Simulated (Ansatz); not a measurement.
SiI3, that is [SiI3]- with one electron fewer. Charge 0, multiplicity 2. Geometry r2SCAN-D4/def2-SVPD; atoms count from 1.

| atom | x (Å) | y (Å) | z (Å) |
| --- | --- | --- | --- |
| Si1 | 0.5690 | 0.0754 | -0.0858 |
| I2 | 0.2714 | -1.5978 | 1.7039 |
| I3 | -0.4330 | -0.7203 | -2.1962 |
| I4 | -0.4074 | 2.2427 | 0.5781 |

In the def2 sets I takes a core potential; there is no spin–orbit coupling.

**Question.** Estimate the Mulliken populations from the PBE0/def2-TZVPD orbitals of Ansatz.

**Answer.** 
```
atom  charge (e)  spin (α − β)
 Si1        0.10          0.59
  I2       -0.03          0.14
  I3       -0.03          0.14
  I4       -0.03          0.14
```
Mulliken values depend strongly on the basis. With diffuse functions, as here, like atoms can get unlike values, and bond orders can come out too low or too high.

**Question.** Where does the spin sit?

**Answer.** Summed by element: Si 0.59, I 0.41, of 1 unpaired in all. Largest on single atoms: Si1 0.59, I2 0.14, I3 0.14.

**Question.** And the Mayer bond orders between heavy atoms (over 0.3)?

**Answer.** Si1–I2 1.10 (2.47 Å); Si1–I3 1.10 (2.47 Å); Si1–I4 1.10 (2.47 Å).
